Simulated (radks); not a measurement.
Ag XLI, 7 electrons, occupied as [He] 2s2 2p3 (the NIST ground configuration).

Calculated with a radial shooting solver on a logarithmic mesh with Libxc functionals: Dirac Kohn-Sham, LDA (Slater exchange, Perdew-Wang correlation), spin-unpolarised, spherical densities, point nucleus; open shells fill j = l - 1/2 first.

Energy parts (eV):
total: -94926.961
kinetic: 100982.585
electron-nucleus: -201617.333
Hartree: 7180.096
exchange-correlation: -1472.308

Orbitals (lengths in bohr, moments of r in powers of bohr; r(90%) holds 90 % of the orbital's charge):
| orbital | occ. | eigenvalue (eV) | r(90%) | <r^4> | small-component weight |
|---|---|---|---|---|---|
| 1s1/2 | 2 | -28398.16 | 0.0557 | 4.399e-06 | 2.97e-02 |
| 2s1/2 | 2 | -6429.454 | 0.199 | 0.0006453 | 6.77e-03 |
| 2p1/2 | 2 | -6257.055 | 0.176 | 0.0003996 | 6.72e-03 |
| 2p3/2 | 1 | -6061.982 | 0.182 | 0.0004552 | 6.49e-03 |

The highest occupied level is 2p3/2 at -6062.0 eV. Summed over all electrons, <r^2> = 0.08595 bohr^2, which gives a Langevin (diamagnetic) susceptibility term of -0.0681 x 10^-6 cm^3/mol.
